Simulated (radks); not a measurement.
The numbers below are computed, except where a source is named.
All-electron atom: W+ in [Xe] 4f14 5d4 6s1.

Code: a radial shooting solver on a logarithmic mesh with Libxc functionals. Model: scalar-relativistic Kohn-Sham, PBE, spin-polarised, spherical densities, finite nucleus; open shells are filled with parallel spins first (spin-orbit coupling, left out, can overturn this in heavy ions); Fermi nuclear charge, rms radius 5.3658 fm; hard spherical wall at 7 bohr.

Energy parts (hartree):
part                       energy
total                 -16139.7937
kinetic                17777.3046
electron-nucleus      -39881.8324
Hartree                 6287.3649
exchange-correlation    -322.6308

Orbitals (lengths in bohr, moments of r in powers of bohr):
1s up: occ. 1; eigenvalue (hartree) -2553.234; <r^2> 0.0004631
1s down: occ. 1; eigenvalue (hartree) -2553.234; <r^2> 0.0004631
2s up: occ. 1; eigenvalue (hartree) -440.9229; <r^2> 0.007121
2s down: occ. 1; eigenvalue (hartree) -440.9164; <r^2> 0.007121
2p up: occ. 3; eigenvalue (hartree) -385.7311; <r^2> 0.005892
2p down: occ. 3; eigenvalue (hartree) -385.7259; <r^2> 0.005891
3s up: occ. 1; eigenvalue (hartree) -101.7446; <r^2> 0.04622
3s down: occ. 1; eigenvalue (hartree) -101.7428; <r^2> 0.04622
3p up: occ. 3; eigenvalue (hartree) -85.39257; <r^2> 0.04698
3p down: occ. 3; eigenvalue (hartree) -85.39050; <r^2> 0.04698
3d up: occ. 5; eigenvalue (hartree) -66.55987; <r^2> 0.03897
3d down: occ. 5; eigenvalue (hartree) -66.55569; <r^2> 0.03897
4s up: occ. 1; eigenvalue (hartree) -21.19348; <r^2> 0.2282
4s down: occ. 1; eigenvalue (hartree) -21.18781; <r^2> 0.2282
4p up: occ. 3; eigenvalue (hartree) -15.82782; <r^2> 0.2599
4p down: occ. 3; eigenvalue (hartree) -15.82250; <r^2> 0.2599
4d up: occ. 5; eigenvalue (hartree) -9.02025; <r^2> 0.3031
4d down: occ. 5; eigenvalue (hartree) -9.01382; <r^2> 0.3028
4f up: occ. 7; eigenvalue (hartree) -1.48217; <r^2> 0.4695
4f down: occ. 7; eigenvalue (hartree) -1.46776; <r^2> 0.4592
5s up: occ. 1; eigenvalue (hartree) -3.18893; <r^2> 1.290
5s down: occ. 1; eigenvalue (hartree) -3.12766; <r^2> 1.270
5p up: occ. 3; eigenvalue (hartree) -1.88332; <r^2> 1.789
5p down: occ. 3; eigenvalue (hartree) -1.79977; <r^2> 1.750
5d up: occ. 4; eigenvalue (hartree) -0.46436; <r^2> 4.473
5d down: occ. 0; eigenvalue (hartree) -0.34914; <r^2> 4.464
5f up: occ. 0; eigenvalue (hartree) 0.11355; <r^2> 18.62
5f down: occ. 0; eigenvalue (hartree) 0.21252; <r^2> 19.30
6s up: occ. 1; eigenvalue (hartree) -0.47337; <r^2> 9.106
6s down: occ. 0; eigenvalue (hartree) -0.36093; <r^2> 9.302
6p up: occ. 0; eigenvalue (hartree) -0.25192; <r^2> 13.25
6p down: occ. 0; eigenvalue (hartree) -0.14760; <r^2> 13.57
7s up: occ. 0; eigenvalue (hartree) 0.03583; <r^2> 20.71
7s down: occ. 0; eigenvalue (hartree) 0.13001; <r^2> 21.02

The highest occupied level is 5d up at -12.636 eV. The electron density at the nucleus is 1.516e+06 e/bohr^3 (large components only). The pressure on the wall is 0.228 GPa. The spin density at the nucleus is 82.5 e/bohr^3 (1s 0.3, 2s -1.1, 3s 0.2, 4s 1.3, 5s -18.5, 6s 100.3). The density falls to 0.001 e/bohr^3 at r = 4.25 bohr. Summed over all electrons, <r^2> = 52.54 bohr^2, which gives a Langevin (diamagnetic) susceptibility term of -41.6 x 10^-6 cm^3/mol. Spin moment in Bohr magnetons: 5.
